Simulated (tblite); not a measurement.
Compound: C₂H₇OSi₂ (doublet state).
Z-matrix (Å and degrees, GFN2-xTB geometry), rows numbered from 1:
```
C 
Si  1  1.8993
C   2  1.9241  1  109.24
O   3  1.2483  2  117.40  1  -179.71
Si  3  1.8574  2  126.04  1     0.36
H   1  1.0863  2  112.01  3    60.40
H   1  1.0851  2  110.17  3   179.83
H   1  1.0863  2  111.95  3   -60.78
H   2  1.4673  1  110.46  3  -119.56
H   2  1.4673  1  110.40  3   119.51
H   5  1.4512  3  120.69  2   179.94
H   5  1.4534  3  122.91  2    -0.11
```

Computed with GFN2-xTB (tblite): harmonic, unscaled wavenumbers at the GFN2-xTB geometry, gas phase. Against measured fundamentals such values can be off by several per cent, at times by over 20. Modes of hydrogen on silicon can be 10 to 20 % off. One conformer, not necessarily the lowest. Open shells enter through the occupations alone, without spin polarisation, and single modes of such species can be off by tens of per cent.

Harmonic wavenumbers (cm⁻¹): 31.3, 114.0, 136.8, 183.4, 195.9, 282.9, 287.1, 331.6, 423.6, 460.9, 525.9, 561.3, 662.1, 727.3, 753.8, 786.9, 819.4, 832.8, 938.8, 1375.6, 1473.0, 1491.6, 1498.3, 2216.3, 2231.9, 2349.9, 2376.9, 3035.5, 3036.1, 3054.1.

A = 4154, B = 2128, C = 1443 MHz; mass 103.004 u (most abundant isotopes); point group Cs, symmetry number 1; spin multiplicity 2.

Task: Zero-point energy?

Result: Half the sum of the wavenumbers: 16598 cm⁻¹ = 198.55 kJ/mol.

Task: What is S at 298.15 K and 1 bar for an ideal gas of classical rigid rotors and harmonic oscillators?

Result: Translation 166.66, rotation 115.58, vibration 104.29, spin (R ln 2) 5.76: S = 392.3 J/(mol K).

Task: And Cp and H(298.15 K) − H(0)?

Result: Cp = 136.77 J/(mol K), of which vibrations give 103.52 (their classical limit is 30 R = 249.4); H(298.15 K) − H(0) = 26.23 kJ/mol without the zero-point energy, 16.31 from vibrations.

Task: Which modes carry the vibrational entropy at 298.15 K?

Result: 31.3 cm⁻¹: 24.04; 114.0 cm⁻¹: 13.39; 136.8 cm⁻¹: 11.92; 183.4 cm⁻¹: 9.60; 195.9 cm⁻¹: 9.08; 282.9 cm⁻¹: 6.34 J/(mol K); the other 24 give 29.93 together.

Task: How do the functions run with temperature in this model?

Result: 
| T (K) | S (J/(mol K)) | Cp (J/(mol K)) | H − H(0) (kJ/mol) | G − H(0) (kJ/mol) | ln q(vib) |
| --- | --- | --- | --- | --- | --- |
| 100 | 282.1 | 71.6 | 5.07 | -23.14 | 1.56 |
| 200 | 343.5 | 108.4 | 14.13 | -54.56 | 3.77 |
| 300 | 393.1 | 137.2 | 26.48 | -91.46 | 6.00 |
| 500 | 473.1 | 175.8 | 58.10 | -178.43 | 10.21 |
| 800 | 564.1 | 211.3 | 116.59 | -334.65 | 15.72 |
| 1000 | 613.0 | 227.3 | 160.54 | -452.47 | 18.94 |

q(vib) and H(0) count from the zero-point level.

Task: Blend soft modes into free rotors: weight 1/[1 + (100 cm⁻¹/ν̃)⁴] for the oscillator and the rest for a rotor with moment μB/(μ + B), μ = h/(8π²ν), B = 10⁻⁴⁴ kg m². What vibrational entropy results?

Result: 96.14 J/(mol K) in place of 104.29, which changes −T·S at 298.15 K by +2.43 kJ/mol.

Hindered rotation and anharmonicity are outside this model. Other conformers, if any are populated, would add a mixing term that is left out.

On one thread, Arm Neoverse V2 (aarch64), shared host with 96 logical CPUs at a one-minute load of 51, this took 0.25 s. The figure is for the frequency step alone.
